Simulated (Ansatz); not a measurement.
Relaxation of C4H10BFO (17 atoms, charge 0, multiplicity 1), to a largest force component of 0.015 eV/Å in at most 40 steps.

Level of theory: RHF/def2-SVP (Ansatz).

```xyz
17
Properties=species:S:1:pos:R:3
C -2.032 0.130 -0.584
C -0.987 0.202 0.470
C 0.276 -0.531 0.033
C 1.052 0.148 -1.168
F 0.006 -1.850 -0.300
B 1.320 -0.559 1.295
O 0.995 -1.198 2.590
H -1.753 0.802 -1.483
H -3.010 0.623 -0.133
H -2.288 -0.866 -0.893
H -0.764 1.266 0.740
H -1.377 -0.265 1.405
H 0.286 0.075 -2.080
H 1.144 1.226 -0.948
H 1.940 -0.378 -1.399
H 2.391 -0.057 1.178
H 1.311 -2.155 2.464
```

Problem. Where does it end, and by what steps?

Solution. It converged. After 18 steps the energy has fallen by 1.878 eV; H16 moved furthest, 1.07 Å.

| step | energy less start (eV) | largest force component (eV/Å) | accepted |
| --- | --- | --- | --- |
| 0 | 0.0000 | 5.311 | yes |
| 1 | -0.9212 | 2.197 | yes |
| 2 | -1.1027 | 0.720 | yes |
| 3 | -1.1450 | 0.402 | yes |
| 4 | -1.2027 | 0.542 | yes |
| 5 | -1.3156 | 2.368 | yes |
| 6 | -1.4333 | 3.640 | yes |
| 7 | -1.6144 | 2.902 | yes |
| 8 | -1.7461 | 0.920 | yes |
| 9 | -1.7537 | 1.078 | yes |
| 10 | -1.8311 | 0.365 | yes |
| 11 | -1.8522 | 0.476 | yes |
| 12 | -1.8643 | 0.232 | yes |
| 13 | -1.8693 | 0.089 | yes |
| 14 | -1.8752 | 0.071 | yes |
| 15 | -1.8770 | 0.177 | yes |
| 16 | -1.8765 | 0.157 | no |
| 17 | -1.8780 | 0.055 | yes |
| 18 | -1.8784 | 0.012 | yes |

```xyz
17
Properties=species:S:1:pos:R:3
C -2.079 0.210 -0.557
C -0.972 0.309 0.489
C 0.309 -0.464 0.166
C 0.998 -0.022 -1.118
F -0.057 -1.808 -0.015
B 1.318 -0.434 1.410
O 1.632 -1.568 2.040
H -1.799 0.682 -1.500
H -2.981 0.708 -0.198
H -2.327 -0.832 -0.761
H -0.705 1.356 0.656
H -1.359 -0.061 1.443
H 0.347 -0.156 -1.982
H 1.283 1.029 -1.056
H 1.901 -0.609 -1.292
H 1.802 0.596 1.793
H 1.200 -2.324 1.665
```

Whether the end is a true minimum wasn't checked by a vibrational analysis.

The run took 55 s on 2 threads of Arm Neoverse V2, on a shared host, peak memory 0.41 GiB.
